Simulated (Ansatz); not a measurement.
`[O+]#[C][Fe-5]([C]#[O+])([C]#[O+])([C]#[O+])[n+]1ccccc1`, relaxed with RKS PBE0-D4/def2-TZVP in the Gaussian-basis code of Ansatz from a GFN2-xTB geometry. The force threshold is 0.005 eV/Å; the program also tests the step.

Total charge 0; spin multiplicity 1.

Start:

```xyz
20

O     3.602   -0.812    1.259
C     2.567   -0.310    1.248
Fe    1.034    0.557    1.391
C     1.947    1.965    0.834
O     2.595    2.885    0.597
C     0.714   -0.529    2.747
O     0.592   -1.165    3.699
C     0.074    1.731    2.297
O    -0.449    2.507    2.965
N    -0.242   -0.129   -0.323
C    -0.229    0.504   -1.500
C    -0.998    0.116   -2.584
C    -1.829   -0.985   -2.459
C    -1.849   -1.650   -1.243
C    -1.046   -1.191   -0.213
H     0.426    1.361   -1.576
H    -0.943    0.670   -3.508
H    -2.443   -1.316   -3.283
H    -2.477   -2.514   -1.091
H    -1.046   -1.695    0.744
```

```csv
step,energy (eV),largest force (eV/Å),largest move (Å)
1,-53461.2440,0.976,0.000
2,-53461.3766,0.681,0.115
3,-53461.4046,0.197,0.105
4,-53461.4144,0.144,0.023
5,-53461.4346,0.411,0.200
6,-53461.4462,0.778,0.149
7,-53461.4630,0.754,0.100
8,-53461.4888,0.449,0.195
9,-53461.4988,0.531,0.149
10,-53461.5046,0.323,0.057
11,-53461.5087,0.120,0.027
12,-53461.5094,0.024,0.019
13,-53461.5094,0.006,0.005
14,-53461.5094,0.002,0.001
```

End:

```xyz
20

O     3.178   -1.218    0.453
C     2.334   -0.536    0.800
Fe    1.003    0.539    1.347
C     2.053    1.938    1.136
O     2.762    2.839    1.077
C     0.934   -0.332    2.878
O     0.946   -0.845    3.903
C    -0.317    1.621    1.909
O    -1.154    2.307    2.266
N    -0.163   -0.088   -0.220
C    -0.142    0.553   -1.392
C    -0.912    0.163   -2.472
C    -1.742   -0.937   -2.341
C    -1.768   -1.603   -1.128
C    -0.967   -1.149   -0.097
H     0.521    1.406   -1.452
H    -0.853    0.720   -3.398
H    -2.359   -1.268   -3.168
H    -2.399   -2.469   -0.971
H    -0.956   -1.640    0.867
```

Hardware: 11 threads of an AMD EPYC 7R13 on a shared host and a whole NVIDIA H100 80 GB. Wall time 27 s, peak host memory 1.4 GiB.
